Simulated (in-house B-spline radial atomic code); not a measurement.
## RPA and G0W0 on wB97X: the phosphorus ion P⁵⁺

Configuration [He] 2s2 2p6, mean-field start wB97X. Computed with an all-electron radial atomic-structure program (B-spline basis): all electrons, non-relativistic, point nucleus, each spin shell either full or empty, empty states to l = 9 with an (l + 1/2)⁻⁴ tail; G0W0 by contour deformation at full frequency.

Command:
```bash
python run_gw.py task.json out
```
Settings (radii: box in bohr, nucleus in fm):
```
Z                        15
electrons                10
configuration            [He] 2s2 2p6
hamiltonian              nr
method                   wb97x
lmax                     9
spin_polarised           False
box_radius               10.43
intervals                47
```

Time taken, with all properties: 1 s on 1 thread of Arm Neoverse N1 (shared host).

Energies (hartree):

| term | value |
| --- | --- |
| mean-field total | -334.82701 |
| Hartree-Fock functional on these orbitals | -334.36639 |
| direct second order | -0.65099 |
| second-order exchange | 0.2308 |
| SOSEX correction | 0.21705 |

Problem. What is the RPA correlation energy, and what remains with SOSEX?

Solution. RPA gives -0.59636 hartree (-1.62 eV per electron); RPA + SOSEX gives -0.37931, and the second-order doubles -0.42019 hartree (no singles). SOSEX takes back 36 % of the RPA value.

Quasi-particle levels (eV):

```tsv
level	occupied	mean field	Σx - vxc	Σc	QP weight	G0W0
2p	yes	-207.20	-15.05	?	?	?
2s	yes	-257.05	-21.80	4.47	0.968	-274.39
1s	yes	-2176.52	-77.91	25.93	0.898	-2228.50
3s	no	-64.79	0.47	-0.53	0.998	-64.86
```

G0W0 = mean field + (Σx - vxc) + Σc, with Σc (partial-wave tail included) taken at the quasi-particle energy.

Problem. Where does G0W0 put 2p?

Solution. At -220.44 eV, with Σc = 1.80 eV and a quasi-particle weight of 0.977. The tabulated removal energy is 220.43 ± 0.005 eV (NIST, semi-empirical); the calculation leaves out relativity, Breit and QED terms, and what these don't explain is the method's own error.
